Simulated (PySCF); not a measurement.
Species: C₆H₁₈Si₂.
Bonds: C1–Si2, Si2–C3, Si2–C4, Si2–Si5, Si5–C6, Si5–C7, Si5–C8. Hydrogens: H9, H10, H11 on C1; H12, H13, H14 on C3; H15, H16, H17 on C4; H18, H19, H20 on C6; H21, H22, H23 on C7; H24, H25, H26 on C8.

The same species was optimised twice, with GFN2-xTB and with PBE0-D3(BJ)/def2-SVP (PySCF), and the same property calculations (PySCF, gas phase) were run on both structures.

```json
{"coordinate": "Si5–C6 (Å)", "GFN2-xTB": "1.915", "PBE0-D3(BJ)/def2-SVP": "1.891", "change": "-0.024"}
{"coordinate": "Si2–C3 (Å)", "GFN2-xTB": "1.915", "PBE0-D3(BJ)/def2-SVP": "1.891", "change": "-0.024"}
{"coordinate": "Si2–C4 (Å)", "GFN2-xTB": "1.915", "PBE0-D3(BJ)/def2-SVP": "1.891", "change": "-0.024"}
{"coordinate": "Si5–C7 (Å)", "GFN2-xTB": "1.915", "PBE0-D3(BJ)/def2-SVP": "1.891", "change": "-0.024"}
{"coordinate": "Si5–C8 (Å)", "GFN2-xTB": "1.915", "PBE0-D3(BJ)/def2-SVP": "1.891", "change": "-0.024"}
{"coordinate": "C1–Si2 (Å)", "GFN2-xTB": "1.914", "PBE0-D3(BJ)/def2-SVP": "1.891", "change": "-0.023"}
{"coordinate": "Si2–Si5 (Å)", "GFN2-xTB": "2.349", "PBE0-D3(BJ)/def2-SVP": "2.350", "change": "+0.001"}
{"coordinate": "C1–Si2–Si5 (°)", "GFN2-xTB": "111.6", "PBE0-D3(BJ)/def2-SVP": "109.7", "change": "-1.9"}
{"coordinate": "Si2–Si5–C8 (°)", "GFN2-xTB": "111.7", "PBE0-D3(BJ)/def2-SVP": "109.8", "change": "-1.9"}
{"coordinate": "C1–Si2–C3 (°)", "GFN2-xTB": "107.2", "PBE0-D3(BJ)/def2-SVP": "109.1", "change": "+1.9"}
{"coordinate": "Si2–Si5–C7 (°)", "GFN2-xTB": "111.7", "PBE0-D3(BJ)/def2-SVP": "109.8", "change": "-1.9"}
{"coordinate": "C6–Si5–C7 (°)", "GFN2-xTB": "107.2", "PBE0-D3(BJ)/def2-SVP": "109.1", "change": "+1.9"}
{"coordinate": "C1–Si2–C4 (°)", "GFN2-xTB": "107.2", "PBE0-D3(BJ)/def2-SVP": "109.0", "change": "+1.8"}
{"coordinate": "C3–Si2–C4 (°)", "GFN2-xTB": "107.3", "PBE0-D3(BJ)/def2-SVP": "109.1", "change": "+1.8"}
{"coordinate": "C6–Si5–C8 (°)", "GFN2-xTB": "107.2", "PBE0-D3(BJ)/def2-SVP": "109.0", "change": "+1.8"}
{"coordinate": "C1–Si2–Si5–C6 (°)", "GFN2-xTB": "180", "PBE0-D3(BJ)/def2-SVP": "179", "change": "-1"}
```

Rotational constants: A = 1568, B = 878.1, C = 877.9 MHz (GFN2-xTB) against A = 1569, B = 911.6, C = 911.2 MHz (PBE0-D3(BJ)/def2-SVP). Atoms that the bonding makes alike are paired by their places after alignment.

On the GFN2-xTB structure: HOMO (eV) -7.22 [PBE0/pcSseg-1]; LUMO (eV) 0.87 [PBE0/pcSseg-1]; GIAO shielding of C1 (×6) (mean) (ppm) 188.6 [PBE0/pcSseg-1]; GIAO shielding of Si2/Si5 (mean) (ppm) 370.5 [PBE0/pcSseg-1].

Task: What do these properties become on the PBE0-D3(BJ)/def2-SVP structure?

Result: 
| property | level | on GFN2-xTB | on PBE0-D3(BJ)/def2-SVP | change |
| --- | --- | --- | --- | --- |
| HOMO (eV) | PBE0/pcSseg-1 | -7.22 | -6.90 | +0.32 |
| LUMO (eV) | PBE0/pcSseg-1 | 0.87 | 0.87 | 0.00 |
| energy, GFN2-xTB geometry as zero (kcal/mol) | PBE0/pcSseg-1 | 0.0 | -2.0 | -2.0 |
| GIAO shielding of C1 (×6) (mean) (ppm) | PBE0/pcSseg-1 | 188.6 | 187.0 | -1.6 |
| GIAO shielding of Si2/Si5 (mean) (ppm) | PBE0/pcSseg-1 | 370.5 | 373.0 | +2.5 |

The heavy atoms differ by 0.055 Å rms after alignment (one structure mirrored). Among bonds between heavy atoms C1–Si2, Si2–C3, Si2–C4, Si5–C6, Si5–C7 and Si5–C8 change most and about equally (-0.024 to -0.023 Å). Changes are differences of the printed values. Neither structure is proved a minimum here.

Conformer computed: `[CH3:1][Si:2]([CH3:3])([CH3:4])[Si:5]([CH3:6])([CH3:7])[CH3:8]`: C1–Si2–Si5–C6 179°.
